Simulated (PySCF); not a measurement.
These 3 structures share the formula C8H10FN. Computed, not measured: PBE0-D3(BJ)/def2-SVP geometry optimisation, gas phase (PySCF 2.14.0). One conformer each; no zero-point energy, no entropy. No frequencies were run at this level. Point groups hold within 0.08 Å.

**Question.** Order them by energy at this level, lowest first, and give relative energies in kcal/mol.
A. `[CH3:1][NH:2][c:3]1[cH:4][cH:5][cH:6][c:7]([F:8])[c:9]1[CH3:10]` with C1–N2–C3–C4 7°
B. `CN(C)C1=CC=CC(F)=C1`
C. `[H]/[N:8]=[C:7]1/[CH2:6][CH2:5][CH2:4][C@@H:3]([C:2]#[CH:1])[C@@H:9]1[F:10]` with C2–C3–C4–C5 180°, C3–C4–C5–C6 56°, C4–C5–C6–C7 -55°, C5–C6–C7–N8 -124°

**Answer.** A (0.0), B (9.0), C (54.5).

As drawn, the lowest has an aromatic ring, which the highest lacks; the highest has a C≡C bond and a C=N bond, which the lowest lacks.

| SMILES | E (Eh) | E rel (kcal/mol) | dipole (D) | point group | A, B, C (MHz) |
| --- | --- | --- | --- | --- | --- |
| CNc1cccc(F)c1C | -464.62311 | 0.0 | 3.00 | near Cs | 2235, 1072, 731.5 |
| CN(C)c1cccc(F)c1 | -464.60874 | 9.0 | 3.23 | near Cs | 2488, 939.8, 688.1 |
| [H]/N=C1/CCC[C@@H](C#C)[C@@H]1F | -464.53622 | 54.5 | 2.64 | C1 | 2010, 1160, 779.2 |
